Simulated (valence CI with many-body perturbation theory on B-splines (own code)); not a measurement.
## Energy levels of La7+

Method: valence CI with perturbative core correlation (CI+MBPT): four valence electrons over a frozen Dirac-Fock core [Kr] 4d10, radial functions for each j: 7 s, 7 p, 7 d, 7 f, 4 g, 2 h, with the one-electron correlation potential Σ1, the two-electron term Σ2, the three-electron term Σ3, Breit, model QED; selected CI, second order for the rest, scaled by the run's own slope (own B-spline code, finite nucleus).

No measured spectrum was set against this ion. As an estimate, levels hold to about 250 cm⁻¹ or 0.2 % of their energy and the worst to 1 %, as in measured heavy ions of charge 2 to 7; those with d or f electrons hold less well. Among the levels kept, up to 410 cm⁻¹ of a level comes from second order outside the variational space, and about a tenth of that is noise between levels of different J, which matters for small intervals.

Levels 181 to 225 of 228, with energies above the lowest level, 5s²5p² ³P_0. "Leading %" is the weight of the configuration and term that name the level; weights of strongly mixed levels are sums over their largest components and can fall short. In the jj column 3d3/2^4 stands for four electrons in 3d with j = 3/2. Lifetimes count E1, E2, E3, M1 and M2 decay at the calculated energies, and are blank where another channel may lead or the interval is too uncertain; long ones can be off by a factor of two.

```
No.  Configuration  Term  J  E (cm⁻¹)  Leading %  Lifetime                   Leading jj  Second component
181        4f²5s5p   ³I°  6    383210         37   18.8 ns  4f5/2 4f7/2 5s 5p3/2 (39 %)  20 % 4f²5s5p ⁵I°
182        4f5s²5d   ¹P°  1    383510         41   31.0 ps      4f7/2 5s^2 5d5/2 (35 %)  22 % 5s²5p6s ¹P°
183        4f²5s5p   ³H°  4    383630         31   1.80 ns      4f7/2^2 5s 5p1/2 (51 %)  27 % 4f²5s5p ¹G°
184        4f²5s5p   ⁵S°  2    383690         46   1.90 ns      4f7/2^2 5s 5p1/2 (52 %)  11 % 4f²5s5p ⁵P°
185        4f²5s5p   ⁵I°  7    383800         62   1.52 μs  4f5/2 4f7/2 5s 5p3/2 (57 %)  38 % 4f²5s5p ⁵H°
186        4f²5s5p   ⁵G°  6    383810         32   16.2 ns      4f7/2^2 5s 5p3/2 (34 %)  24 % 4f²5s5p ³I°
187        5s5p²5d    ³F  3    383810         55   75.6 ps  5s 5p1/2 5p3/2 5d5/2 (59 %)   29 % 5s5p²5d ⁵P
188        4f²5s5p   ⁵S°  2    385390         25    508 ps  4f5/2 4f7/2 5s 5p1/2 (40 %)  13 % 4f²5s5p ⁵D°
189        4f²5s5p   ⁵I°  8    385450         99   1.26 ms      4f7/2^2 5s 5p3/2 (84 %)                  
190        4f²5s5p   ³S°  1    385570         58    231 ps  4f5/2 4f7/2 5s 5p1/2 (45 %)  24 % 4f²5s5p ⁵P°
191        4f²5s5p   ⁵G°  5    385800         36   3.88 ns  4f5/2 4f7/2 5s 5p3/2 (44 %)  25 % 4f²5s5p ⁵H°
192        4f²5s5p   ³P°  2    386520         60    349 ps      4f5/2^2 5s 5p1/2 (32 %)   9 % 4f²5s5p ³F°
193        4f²5s5p   ³I°  7    386680         75   12.7 ns  4f5/2 4f7/2 5s 5p1/2 (57 %)  19 % 4f²5s5p ³K°
194        4f²5s5p   ³I°  5    387740         70    473 ps  4f5/2 4f7/2 5s 5p1/2 (53 %)   8 % 4f²5s5p ¹H°
195        4f²5s5p   ⁵G°  4    388120         42   2.44 ns      4f5/2^2 5s 5p3/2 (48 %)  18 % 4f²5s5p ⁵F°
196        4f²5s5p   ³D°  1    388280         55   1.08 ns  4f5/2 4f7/2 5s 5p3/2 (26 %)  25 % 4f²5s5p ⁵F°
197        4f²5s5p   ⁵F°  3    388710         44   2.43 ns  4f5/2 4f7/2 5s 5p3/2 (53 %)  25 % 4f²5s5p ⁵D°
198        5s5p²5d    ³P  2    388880         45   49.0 ps  5s 5p1/2 5p3/2 5d5/2 (57 %)       14 % 5p⁴ ³P
199        5s5p²5d    ⁵P  3    389520         44   40.5 ps  5s 5p1/2 5p3/2 5d5/2 (44 %)   29 % 5s5p²5d ⁵D
200        4f²5s5p   ³D°  2    389840         37   3.48 ns      4f5/2^2 5s 5p3/2 (29 %)  29 % 4f²5s5p ⁵F°
201        4f²5s5p   ³G°  3    389980         49    668 ps  4f5/2 4f7/2 5s 5p1/2 (32 %)  23 % 4f²5s5p ³F°
202        4f²5s5p   ¹S°  0    390360         79   11.0 ns  4f5/2 4f7/2 5s 5p1/2 (44 %)  14 % 4f²5s5p ³P°
203        4f²5s5p   ⁵G°  6    390610         73   3.24 ns  4f5/2 4f7/2 5s 5p3/2 (51 %)   8 % 4f²5s5p ³I°
204        5s5p²5d    ⁵P  2    391410         73   26.3 ps  5s 5p1/2 5p3/2 5d3/2 (50 %)   10 % 5s5p²5d ⁵D
205        4f²5s5p   ⁵G°  3    391610         70   4.14 ns      4f5/2^2 5s 5p3/2 (49 %)   8 % 4f²5s5p ³F°
206        4f²5s5p   ⁵F°  4    391950         51   3.94 ns  4f5/2 4f7/2 5s 5p3/2 (69 %)  22 % 4f²5s5p ⁵G°
207        4f²5s5p   ⁵F°  5    392180         48   3.64 ns  4f5/2 4f7/2 5s 5p3/2 (69 %)  39 % 4f²5s5p ⁵G°
208        4f²5s5p   ³P°  1    392340         50    348 ps      4f7/2^2 5s 5p1/2 (32 %)  20 % 4f²5s5p ³D°
209        4f²5s5p   ⁵G°  2    392600         95   14.5 ns      4f5/2^2 5s 5p3/2 (75 %)                  
210        5s5p²5d    ⁵P  1    392950         82   24.7 ps  5s 5p1/2 5p3/2 5d3/2 (59 %)    6 % 5s5p²5d ³P
211            5p⁴    ¹S  0    394360         47    241 ps               5p3/2^4 (43 %)   22 % 5s5p²5d ³P
212        4f²5s5p   ⁵G°  4    394630         25   3.64 ns  4f5/2 4f7/2 5s 5p3/2 (63 %)  14 % 4f²5s5p ¹G°
213        4f²5s5p   ³H°  6    394760         38   3.85 ns      4f7/2^2 5s 5p3/2 (49 %)  19 % 4f²5s5p ³K°
214        4f²5s5p   ⁵D°  0    395450         97   5.09 ns      4f5/2^2 5s 5p3/2 (44 %)                  
215        4f²5s5p   ³G°  5    395590         39   4.40 ns      4f7/2^2 5s 5p3/2 (70 %)  20 % 4f²5s5p ³H°
216        4f²5s5p   ⁵D°  3    395700         41   2.06 ns      4f7/2^2 5s 5p1/2 (30 %)  14 % 4f²5s5p ⁵F°
217        4f²5s5p   ⁵D°  1    395950         86   4.70 ns  4f5/2 4f7/2 5s 5p3/2 (47 %)                  
218        4f²5s5p   ⁵D°  2    396500         67   3.49 ns  4f5/2 4f7/2 5s 5p1/2 (31 %)   8 % 4f²5s5p ³D°
219        4f²5s5p   ³I°  5    396810         39   1.33 ns  4f5/2 4f7/2 5s 5p3/2 (53 %)  17 % 4f²5s5p ¹H°
220        5s5p²5d    ³F  4    396960         46    432 ps      5s 5p3/2^2 5d5/2 (56 %)   25 % 5s5p²5d ⁵D
221        4f²5s5p   ³G°  4    398540         62   1.22 ns  4f5/2 4f7/2 5s 5p3/2 (62 %)   9 % 4f²5s5p ³F°
222        4f²5s5p   ³P°  0    398670         93   1.49 ns      4f7/2^2 5s 5p3/2 (47 %)                  
223        4f²5s5p   ³H°  6    398900         34   1.06 ns  4f5/2 4f7/2 5s 5p1/2 (39 %)  26 % 4f²5s5p ³K°
224        5s5p²5d    ³P  1    399650         29   43.5 ps  5s 5p1/2 5p3/2 5d5/2 (40 %)       13 % 5p⁴ ³P
225        4f²5s5p   ³H°  6    399760         56   7.37 ns      4f5/2^2 5s 5p3/2 (42 %)  20 % 4f²5s5p ³K°
```

Names give the largest LS component (configuration and term), which can be under half, so a name can repeat, a term be missing and a line seem to break the LS rules; names also repeat where a configuration has a term twice.

Where two levels of one J and parity lie close, their mixing, g and order are uncertain.
